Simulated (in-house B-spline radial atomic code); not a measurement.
Atomic self-consistent-field run: the oxygen ion O⁵⁺. Level of theory: Dirac-Kohn-Sham LDA PW92, spherical fractional occupations, Fermi nucleus of rms radius 2.6991 fm; calculated with an all-electron radial atomic-structure program (B-spline basis).

Command:
```bash
python run_scf.py task.json out
```
Settings (nuclear radius in fm, mass in u):
```
Z                8
configuration    [He] 2s1
hamiltonian      dirac
method           lda,pw
spin_polarised   False
nucleus          fermi
rms_radius       2.6991
atomic_mass      15.99491
speed_of_light   137.035999084
```

Output (hartree, bohr):
```
 radial grid: 65 intervals, B-splines of order 8, outer radius 7.0175 bohr

 iter        energy (Eh)    residual
    1         -63.020016    4.24e-01
    2         -63.678975    3.42e-02
    3         -63.682494    1.57e-02
    4         -63.683239    7.21e-03
    5         -63.683437    6.00e-04
    6         -63.683438    1.60e-07
    7         -63.683438    4.91e-09

 total energy                       -63.68344
 kinetic                              63.6202
 electron-nucleus                   -135.2657
 Hartree                              12.7836
 exchange-correlation                 -4.8215

 first-order corrections (not in the total)
   Gaunt                             0.0064
   retardation                      -0.0000
   frequency dependence              0.0000
   self-energy                       0.0050
   Uehling                          -0.0002
   Wichmann-Kroll                    0.0000
   recoil                            0.0022

 orbital      occ     eigenvalue          <r>       <r^2>       <1/r>       <r^4>     <1/r^3>       r_max    small
 1s1/2      2.000       -23.9212     0.199034   0.0533734     7.63399  0.00737428           -      0.1295  7.74e-04
 2s1/2      1.000        -4.6084     0.896753     0.94069     1.64024     1.48251           -      0.7636  1.42e-04
```

Run time, properties included: 0.5 s on 1 thread of Arm Neoverse N1, with other jobs on the host.

For the Dirac Hamiltonian the kinetic term is c α·p + (β - 1)c².
